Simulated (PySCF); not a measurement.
**Simulated characterisation data**

[PySCF: geometry: GFN2-xTB; GIAO PBE0/pcSseg-1 shieldings; a single conformation; in vacuum; non-relativistic; rapidly exchanging positions averaged]

References, each an isolated molecule treated in the same way: $^{1}$H (31.72 ppm) and $^{13}$C (186.93 ppm) against TMS. Splittings of carbon signals by F and P are missing where no couplings were computed. Where no couplings were computed, multiplicities follow the n + 1 count of equivalent neighbours, and m marks all less simple cases (inequivalent or close neighbours, rings, F or P nearby). Shifts are as computed. Against solution values, carbons near 30 ppm lie about +3 ppm off and those near 130 ppm about +5 ppm. Of 1211 compounds with measured shifts, 218 miss one by over three times the rms of a fit or turn the order of signals round; such compounds aren't used in these exercises.

**1.** `C[C@@H](F)/C=C\C([SiH3])[SiH3]`, C5H13FSi2. $^{1}$H NMR (400 MHz, computed): δ 6.00 (m, 1H), 5.64 (m, 1H), 5.47 (m, 1H), 3.96 (d, 3H), 3.95 (d, 3H), 1.39 (m, 3H), 1.38 (m, 1H). $^{13}$C{$^{1}$H} NMR (computed): δ 138.1 (CH), 134.1 (CH), 90.5 (CH), 24.4 (CH3), 9.8 (CH).

**2.** SMILES CC(C)/C(F)=P/C(F)(F)F, C5H7F4P. $^{1}$H NMR (400 MHz, computed): δ 2.68 (m, 1H), 1.33 (d, 6H). $^{13}$C{$^{1}$H} NMR (computed): δ 251.3 (C), 140.4 (C), 42.1 (CH), 22.6 (CH3).
